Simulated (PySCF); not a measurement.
# Two-component Hartree-Fock for Pb⁶⁹⁺ (lead, charge +69)

Start: [Ne] 3s2 3p1; 3p3/2 filled at m_j = +3/2. Calculated with PySCF 2.14 in an even-tempered Gaussian basis (17 s from 25 bohr⁻², ratio 2.4; 14 p from 32 bohr⁻², ratio 2.4; 4 d from 110 bohr⁻², ratio 2.6; 4 f from 160 bohr⁻², ratio 2.6): generalised Hartree-Fock with the X2C-1e Hamiltonian and a Gaussian nucleus; one run each with spin-orbit coupling (SO) screened by Boettger's factors, then bare. This is a chosen level, not necessarily the ground level.

| spinor shell | electrons | ε, screened SO (eV) | ε, bare SO (eV) | weight of nominal j (bare SO) | rms radius, bare SO (bohr) |
| --- | --- | --- | --- | --- | --- |
| 1s1/2 | 2 | -94713.3 | -94711.9 | 1.000 | 0.0181 |
| 2s1/2 | 2 | -21884.3 | -21884.0 | 1.000 | 0.0719 |
| 2p1/2 | 2 | -21290.4 | -21341.3 | 1.000 | 0.0606 |
| 3s1/2 | 2 | -8872.8 | -8872.8 | 1.000 | 0.173 |
| 3p3/2 | 1 | -8087.3 | -8083.4 | 1.000 | 0.175 |

(1) Where does 2p3/2 lie, and what is the 2p spin-orbit splitting (bare SO)?

| quantity | screened SO | bare SO |
| --- | --- | --- |
| E (hartree) | -14896.41992 | -14897.94056 |
| M_J | 3/2 | 3/2 |
| ⟨J²⟩ | 3.750 | 3.750 |
| ⟨L²⟩ | 2.050 | 2.053 |
| ⟨S²⟩ | 0.800 | 0.803 |

Each row is a mean over spinors that exchange with the open shell spreads, by up to 32.472 eV (3s1/2).

Breit and QED terms are absent; they matter most for the inner s and p1/2 levels.

Densities and radii are taken from the X2C orbitals without a picture-change correction, which distorts them close to the nucleus.

Answers

(1) At -19027.6 eV, 2313.7 eV above 2p1/2.
